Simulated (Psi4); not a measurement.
CHN, charge +1, doublet (typed; the unrestricted solution is spin-contaminated), geometry from GFN2-xTB (a state made from the parent by changing its charge; the spin is typed, not shown lowest). Base run: MP2/6-31G** (Psi4).

Input for Psi4:
```
memory 2 GB

molecule mol {
1 2
  C    -0.000000   -0.000000   -0.483132
  N     0.000000    0.000000    0.641668
  H    -0.000000   -0.000000   -1.592882
}

set basis 6-31g**
set reference uhf
set freeze_core true

energy('mp2')
print_variables()
```

The base run was repeated with changes; each row names its change, and settings that it needs were set with it.

```json
[
 {"change": "base", "basis functions": "35", "E (Eh)": "-92.64169", "MP2 correlation (Eh)": "-0.22002"},
 {"change": "basis = STO-3G", "basis functions": "(withheld)", "E (Eh)": "(withheld)", "MP2 correlation (Eh)": "(withheld)"},
 {"change": "basis = 3-21G", "basis functions": "20", "E (Eh)": "-92.05732", "MP2 correlation (Eh)": "-0.15369"},
 {"change": "basis = 6-311++G**", "basis functions": "51", "E (Eh)": "-92.67385", "MP2 correlation (Eh)": "-0.23082"},
 {"change": "basis = 6-311+G(2d,p)", "basis functions": "60", "E (Eh)": "-92.68851", "MP2 correlation (Eh)": "-0.24205"},
 {"change": "basis = def2-TZVP", "basis functions": "(withheld)", "E (Eh)": "(withheld)", "MP2 correlation (Eh)": "(withheld)"},
 {"change": "basis = pcseg-2", "basis functions": "74", "E (Eh)": "-92.71388", "MP2 correlation (Eh)": "-0.26247"},
 {"change": "basis = cc-pVTZ", "basis functions": "74", "E (Eh)": "(withheld)", "MP2 correlation (Eh)": "(withheld)"},
 {"change": "basis = def2-TZVPP", "basis functions": "76", "E (Eh)": "-92.72155", "MP2 correlation (Eh)": "-0.26426"},
 {"change": "basis = aug-cc-pVTZ", "basis functions": "115", "E (Eh)": "-92.72317", "MP2 correlation (Eh)": "-0.26879"},
 {"change": "basis = cc-pVQZ", "basis functions": "140", "E (Eh)": "-92.74419", "MP2 correlation (Eh)": "-0.28395"},
 {"change": "basis = def2-QZVP", "basis functions": "144", "E (Eh)": "-92.74423", "MP2 correlation (Eh)": "-0.28300"},
 {"change": "basis = def2-QZVPP", "basis functions": "144", "E (Eh)": "-92.74423", "MP2 correlation (Eh)": "-0.28300"}
]
```

### Question
Fill in the missing entries.

### Answer

- basis = STO-3G, basis functions: 11
- basis = STO-3G, E (Eh): -91.36851
- basis = STO-3G, MP2 correlation (Eh): -0.09990
- basis = def2-TZVP, basis functions: 68
- basis = def2-TZVP, E (Eh): -92.71949
- basis = def2-TZVP, MP2 correlation (Eh): -0.26256
- basis = cc-pVTZ, E (Eh): -92.71920
- basis = cc-pVTZ, MP2 correlation (Eh): -0.26564

Totals compare only among sets that treat the same electrons; sets with core potentials leave the core out.

Open shells are given as the SCF converged; they aren't shown to be the lowest states, and a large step between rows can be another state.
